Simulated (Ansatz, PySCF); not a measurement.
Molecule: sum formula MgO2H2, charge 0, multiplicity 1. 
Structure (B3LYP-D3(BJ)/def2-TZVP (Ansatz, a program for electronic structure) minimum search):
```xyz
5

Mg     0.0004     0.0016     0.0001
O     -0.1688    -0.0543     1.7626
O      0.1669     0.0477    -1.7630
H      0.1455    -0.1716     2.6519
H     -0.1357     0.2061    -2.6500
```
Charge 0, spin multiplicity 1.

Quantity: atomisation energy (electronic, to ground-state atoms), in kJ/mol. Cores are frozen in the correlated levels unless marked. Open shells are spin-unrestricted. No spin-orbit coupling. Non-relativistic. The coupled-cluster limit lacks core correlation, which all-electron functionals hold. Basis-set limits of correlation are two-point, X^-3; Hartree-Fock from the larger set.

| level | program | atomisation energy (kJ/mol) |
|---|---|---|
| BP86-D4/def2-TZVPD | PySCF + dftd4 | 1696.9 |
| BP86/def2-TZVPD | PySCF | 1690.9 |
| PBE0/def2-QZVPP | Ansatz | (withheld) |
| PBE-QIDH/def2-TZVPD | Ansatz | 1616.6 |
| CCSD(T)/CBS(def2-TZVPP,def2-QZVPP) | Ansatz | (withheld) |

Question: Fill in the missing entries.

Answer: 
- PBE0/def2-QZVPP, atomisation energy (kJ/mol): 1625.0
- CCSD(T)/CBS(def2-TZVPP,def2-QZVPP), atomisation energy (kJ/mol): 1684.6
